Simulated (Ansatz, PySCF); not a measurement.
System: sum formula HSiO3 (charge 0, doublet). It need not be the lowest isomer of its formula. 
Geometry from a B3LYP-D3(BJ)/def2-TZVP (Ansatz, a program for electronic structure) optimisation:
```xyz
5

Si     0.0480     0.0224    -0.0004
O      0.1413     1.5742     0.0029
O      1.3847    -0.7892    -0.0149
O     -1.3382    -0.7859     0.0103
H     -2.1736    -0.3058     0.0193
```
Charge 0, spin multiplicity 2.

Dipole moments at this geometry, in debye (magnitudes). The program attaches cautions to the CCSD(T)/aug-cc-pV(D+d)Z run: other roots.

| level | program | dipole (D) |
|---|---|---|
| SVWN5/def2-TZVPD | Ansatz | 3.70 |
| PBE/def2-TZVPD | Ansatz | … |
| BLYP/def2-TZVPD | PySCF | 3.65 |
| revPBE/def2-TZVPD | Ansatz | 3.62 |
| B97M-V/def2-TZVPD | Ansatz | 3.68 |
| TPSSh/def2-TZVPD | PySCF | 3.68 |
| M06-2X/def2-TZVPD | PySCF | 3.69 |
| HSE06/def2-TZVPD | Ansatz | 3.70 |
| wB97X-V/def2-TZVPD | Ansatz | 3.68 |
| CCSD(T)/aug-cc-pV(D+d)Z | Ansatz | … |

Question: Some entries are withheld; supply them.

Answer: 
- PBE/def2-TZVPD, dipole (D): 3.63
- CCSD(T)/aug-cc-pV(D+d)Z, dipole (D): 3.64
